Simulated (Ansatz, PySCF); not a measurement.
This PySCF input computes a CCSD(T)/cc-pVDZ energy:

```python
from pyscf import gto, scf, mp, cc as ccmod

mol = gto.M(
    atom='''
    B    -0.05895681    0.22574592    0.06464063
    C     1.47377391   -0.24914145   -0.29861359
    C    -1.14701401   -1.00202397   -0.05964811
    O    -0.37313599    1.42873972    0.40910875
    H     1.54841257   -0.64747569   -1.32159361
    H     1.81996142   -1.05850999    0.36154244
    H     2.17828529    0.58406399   -0.20880102
    H    -2.15802460   -0.66164228    0.18658707
    H    -1.17043549   -1.42852828   -1.07368694
    H    -0.89888664   -1.83956258    0.60944912
    ''',
    basis='cc-pvdz',
    charge=-1,
    spin=0,
    verbose=4,
)

mf = scf.RHF(mol)
mf.conv_tol = 1e-10
mf.max_cycle = 100
mf.kernel()
mp2 = mp.MP2(mf, frozen=4).run()
cc = ccmod.CCSD(mf, frozen=4)
cc.max_cycle = 100
cc.kernel()
et = cc.ccsd_t()
print(f'E(CCSD(T)) = {cc.e_tot + et:.9f}')
```

Question: Write an input for the same energy in Ansatz (a first-principles code) and say what it gives.

Answer: 
Ansatz 0.2 input:
```yaml
crystal:
  periodic: [false, false, false]
  atoms:
    - {symbol: B, position_ang: [-0.05895681, 0.22574592, 0.06464063]}
    - {symbol: C, position_ang: [1.47377391, -0.24914145, -0.29861359]}
    - {symbol: C, position_ang: [-1.14701401, -1.00202397, -0.05964811]}
    - {symbol: O, position_ang: [-0.37313599, 1.42873972, 0.40910875]}
    - {symbol: H, position_ang: [1.54841257, -0.64747569, -1.32159361]}
    - {symbol: H, position_ang: [1.81996142, -1.05850999, 0.36154244]}
    - {symbol: H, position_ang: [2.17828529, 0.58406399, -0.20880102]}
    - {symbol: H, position_ang: [-2.15802460, -0.66164228, 0.18658707]}
    - {symbol: H, position_ang: [-1.17043549, -1.42852828, -1.07368694]}
    - {symbol: H, position_ang: [-0.89888664, -1.83956258, 0.60944912]}
basis:
  gaussian:
    orbitals: cc-pVDZ
total_charge: -1
magnetization: {spin_polarized: false}
correlation: {method: ccsd_t, electrons: outside_noble_gas}
```
It gives -179.46678 Eh, and PySCF -179.46678 Eh, a difference of 0.00 mEh.

It need not be the lowest isomer of its formula. Whether it binds its extra electron was not tested at this geometry.
